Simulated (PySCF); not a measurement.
C4H11SSi (doublet state).
Geometry (GFN2-xTB, Å), atoms numbered from 1 in this order:
```xyz
17
C4H11SSi angstrom
C      2.829   -0.490   -0.663
Si     1.481    0.511    0.220
C     -0.231   -0.155   -0.282
C     -1.386    0.682    0.302
C     -2.710    0.150   -0.086
S     -3.400   -1.213    0.712
H      3.817   -0.122   -0.404
H      2.727   -0.425   -1.742
H      2.790   -1.540   -0.391
H      1.630    0.390    1.678
H      1.574    1.928   -0.155
H     -0.349   -1.189    0.050
H     -0.329   -0.168   -1.370
H     -1.296    1.708   -0.063
H     -1.292    0.700    1.392
H     -3.047    0.248   -1.104
H     -2.815   -1.005    1.896
```

The hyperfine couplings belong to this conformer and change with its torsions.

Identity: `C(C[CH]S)[SiH2]C` [radical].

The calculation used PySCF 2.14.0, UKS B3LYP, pcH-1 on C H S Si, non-relativistic, mean-field spin-orbit, GIAO. Isolated species at its GFN2-xTB geometry (one conformer only). A GFN2-xTB geometry isn't a minimum of the functional, and hyperfine couplings can be far from their values at a DFT geometry. The SCF solution wasn't tested for stability.

Problem. Match the computed a_iso(13C) values +142.1, +54.3, -16.3, +2.5 MHz with the sites C1; C3; C4; C5.

Solution. 
```
site  a_iso (MHz)  ρ(0) (bohr⁻³)                 position  distance from C5 (Å)  spin population  largest |T| (MHz)
  C1         +2.5        +0.0022          4 bonds from C5                  5.61             0.00                0.7
  C3        +54.3        +0.0483          2 bonds from C5                  2.51            +0.05               11.4
  C4        -16.3        -0.0145           1 bond from C5                  1.48            -0.06                3.8
  C5       +142.1        +0.1261  largest spin population                  0.00            +0.86              144.2
```

ρ(0) is the spin density at the nucleus and T the dipolar tensor; a_iso includes a spin–orbit part; entries for several nuclei are means. Largest spin populations (Mulliken): C5 (+0.86) and S6 (+0.16). The angles at C5 add up to 353.7°, so it is slightly pyramidal.

Means are taken over nuclei equivalent by connectivity, which assumes that they swap fast. The 1H value of +22.3 MHz is a mean of couplings from 18.3 to 26.3 MHz in this one geometry, not an average over conformers.
